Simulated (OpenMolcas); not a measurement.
## Levels of Bi2+ by method

```yaml
Program: OpenMolcas 26.06
Basis: ANO-RCC-VQZP [9s8p6d4f3g]
Scalar_Hamiltonian: DKH2, point nucleus
Active_space: 3 electrons in 9 orbitals (RAS2 6s 6p; RAS3 6d, at most 2 electrons)
State_averaging: 2S+1 = 4 odd, 1 root; 2S+1 = 2 odd, 11 roots; 2S+1 = 4 even, 3 roots; 2S+1 = 2 even, 9 roots kept (CI in the orbitals of an earlier block)
Spin-orbit_coupling: state interaction with AMFI integrals over the reference wave functions, term energies averaged over their components
```

Methods on the same reference wave functions:
A. RASSCF
B. SS-RASPT2, IPEA 0.25 Eh, imaginary shift 0.1 Eh (closed shells correlated: 5d)
C. MS-RASPT2, IPEA 0.25 Eh, imaginary shift 0.1 Eh (closed shells correlated: 5d)

Energies in cm⁻¹ above 6s² 6p ²P°_1/2, the measured ground level; measured values from Moore, Atomic Energy Levels, vol. III, NSRDS-NBS 35 (1971 reprint of NBS Circular 467, 1958).

```
               Level       A       B       C  Measured
      6s² 6p ²P°_1/2     0.0     0.0     0.0       0.0
      6s² 6p ²P°_3/2   17700   17700   17770     20788
       6s 6p² ⁴P_1/2   63906   72710   72910     70254
       6s 6p² ⁴P_3/2   73340   82880   83090     83038
6s 6p² ⁴P_5/2 [66 %]   80330   88190   88390     89236
       6s 6p² ²D_3/2   94942   96630   96830    108586
6s 6p² ²D_5/2 [66 %]  100797  104850  105060    116414
```

Deviations, from unrounded energies. A percentage is the sum of absolute deviations over the sum of measured energies, with the sign that they share, or ± where signs differ.

```tsv
Against measurement	Levels	A	B	C
mean absolute deviation (cm-1)	6	9600	5000	4900
fine structure of the ground term (%)	1	-14.9	-14.9	-14.5
other configurations (%)	5	-11.6	±5.8	±5.7
```

B, C lie about equally close to measurement and A furthest from it. The largest miss of C in the table is 6s 6p² ²D_3/2, by -12000 cm-1. The ranking rests on the paired levels alone, and a cruder setting can come out closer through cancelling errors.

Between B and C the level of the table that moves most is 6s 6p² ⁴P_3/2, by 200 cm-1 (lowest in B, highest in C). Moves below CASPT2's spread within the term are not significant.

The lowest spin-free term lies below A's lowest term by 0.446 hartree in B, 0.446 hartree in C.

CASPT2 breaks the degeneracy within a term, and the mean is taken; among the terms shown or strongly mixed into the levels shown the widest spread is 25 cm-1 (6s 6p² ²D, C). Terms from blocks run as CI alone lack orbitals of their own. The run also gave levels led by 6s 6p 6d, which use shells meant for correlation; these and all levels above them are left out. Spin-orbit splittings of 6p shells tend to come out small when the coupling is added on scalar orbitals. Some levels mix across a computed gap that differs much from the measured one, so their mixing is not that of the real levels (holds for B; C). Computed and measured levels are paired by configuration, term and J; levels that our copy of the source lacks, or whose pairing is in doubt (as where it misses far off the trend of its configuration), stay unpaired and out of the deviations. Only configurations of the active space appear. The table leaves out levels that lie high or whose names do not pair safely across all columns.

A share in square brackets marks a mixed level and gives the weight of the term that names it, the lowest over the columns. ° marks odd parity.
